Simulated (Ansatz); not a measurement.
Steps of a relaxation of C3H6Sn (`CC#[C][SnH3]`) with RKS PBE0-D4/def2-TZVP.

```sh
$ ansatz run in.yaml --threads 4 --pin off --events-out ev --progress --plain --max-ram 10444MiB
```

```yaml
crystal:
  periodic: [false, false, false]
  atoms:
    - {symbol: C, position_ang: [-0.728290, 1.634571, -1.545414]}
    - {symbol: C, position_ang: [-0.277843, 0.627061, -0.595342]}
    - {symbol: C, position_ang: [0.103158, -0.225049, 0.207815]}
    - {symbol: Sn, position_ang: [0.757222, -1.672419, 1.572011]}
    - {symbol: H, position_ang: [0.089725, 2.338389, -1.807201]}
    - {symbol: H, position_ang: [-1.565894, 2.235197, -1.132253]}
    - {symbol: H, position_ang: [-1.084126, 1.170478, -2.489356]}
    - {symbol: H, position_ang: [0.314208, -3.229894, 0.978298]}
    - {symbol: H, position_ang: [0.003476, -1.375990, 3.094642]}
    - {symbol: H, position_ang: [2.471462, -1.553644, 1.719699]}
basis:
  gaussian: {orbitals: def2-TZVP}
hamiltonian: {xc: pbe0, dispersion: d4}
relax: {f_tol: 0.005, max_steps: 150}
```

Positions (Å) and forces (eV/Å) along the path, 6 of 6 steps:

```xyz
10
step=1 energy=-9035.3569 eV
C    -0.728    1.635   -1.545   -0.128    0.286   -0.270
C    -0.278    0.627   -0.595    0.547   -1.224    1.154
C     0.103   -0.225    0.208   -0.538    1.210   -1.140
Sn    0.757   -1.672    1.572   -0.023    0.052   -0.049
H     0.090    2.338   -1.807   -0.374   -0.382    0.167
H    -1.566    2.235   -1.132    0.423   -0.333   -0.157
H    -1.084    1.170   -2.489    0.190    0.180    0.495
H     0.314   -3.230    0.978    0.073    0.272    0.096
H     0.003   -1.376    3.095    0.126   -0.045   -0.266
H     2.471   -1.554    1.720   -0.296   -0.015   -0.030
10
step=2 energy=-9035.4063 eV
C    -0.720    1.616   -1.528   -0.048    0.108   -0.102
C    -0.271    0.613   -0.582   -0.012    0.026   -0.025
C     0.103   -0.224    0.207   -0.037    0.087   -0.081
Sn    0.749   -1.653    1.554   -0.042    0.089   -0.084
H     0.093    2.309   -1.783   -0.114   -0.114    0.049
H    -1.548    2.206   -1.114    0.127   -0.099   -0.049
H    -1.071    1.151   -2.459    0.057    0.056    0.148
H     0.312   -3.176    0.968   -0.050   -0.190   -0.065
H     0.007   -1.358    3.043   -0.086    0.029    0.185
H     2.428   -1.534    1.696    0.205    0.008    0.023
10
step=3 energy=-9035.4122 eV
C    -0.722    1.619   -1.531   -0.009    0.019   -0.018
C    -0.273    0.617   -0.586   -0.012    0.024   -0.023
C     0.102   -0.219    0.202    0.013   -0.025    0.024
Sn    0.748   -1.652    1.553   -0.005    0.010   -0.010
H     0.089    2.308   -1.785   -0.003   -0.011    0.008
H    -1.546    2.206   -1.117    0.009   -0.011    0.003
H    -1.071    1.155   -2.457    0.005   -0.003    0.013
H     0.311   -3.190    0.967   -0.004   -0.009   -0.006
H     0.004   -1.360    3.056   -0.006    0.004    0.009
H     2.440   -1.536    1.700    0.012    0.002    0.000
10
step=4 energy=-9035.4123 eV
C    -0.722    1.619   -1.531   -0.003    0.007   -0.006
C    -0.273    0.617   -0.586    0.000   -0.002    0.002
C     0.102   -0.220    0.203    0.001    0.002   -0.002
Sn    0.748   -1.652    1.553   -0.001    0.002   -0.002
H     0.089    2.307   -1.784    0.002   -0.001    0.001
H    -1.545    2.205   -1.116    0.000   -0.001    0.002
H    -1.071    1.154   -2.456    0.000   -0.002    0.001
H     0.310   -3.189    0.965    0.001    0.001    0.002
H     0.002   -1.358    3.055    0.002   -0.002   -0.001
H     2.441   -1.535    1.699   -0.002   -0.002    0.002
10
step=5 energy=-9035.4123 eV rejected
C    -0.722    1.620   -1.532    0.003   -0.025    0.024
C    -0.273    0.617   -0.586   -0.003    0.017   -0.018
C     0.102   -0.220    0.203   -0.004    0.010   -0.009
Sn    0.748   -1.652    1.553    0.002   -0.001    0.001
H     0.089    2.307   -1.785    0.002    0.001    0.001
H    -1.545    2.206   -1.116    0.001    0.000   -0.001
H    -1.072    1.154   -2.456    0.000    0.000    0.001
H     0.311   -3.190    0.965    0.001    0.001    0.001
H     0.002   -1.359    3.056    0.001   -0.001   -0.001
H     2.441   -1.535    1.700   -0.004   -0.001    0.000
10
step=6 energy=-9035.4123 eV
C    -0.722    1.619   -1.531   -0.001    0.001   -0.001
C    -0.273    0.617   -0.586    0.000    0.000    0.000
C     0.102   -0.220    0.202    0.001    0.001   -0.001
Sn    0.748   -1.652    1.552    0.000    0.001   -0.001
H     0.089    2.307   -1.784    0.000    0.000    0.000
H    -1.545    2.205   -1.116    0.000    0.000    0.000
H    -1.071    1.154   -2.456    0.000    0.000    0.000
H     0.310   -3.189    0.965    0.000    0.000    0.001
H     0.002   -1.358    3.055    0.001   -0.001    0.000
H     2.441   -1.535    1.700   -0.001   -0.001    0.001
```

It took 16 s on 4 threads of an Arm Neoverse V1 on a shared host, with 0.42 GiB of host memory at the peak.
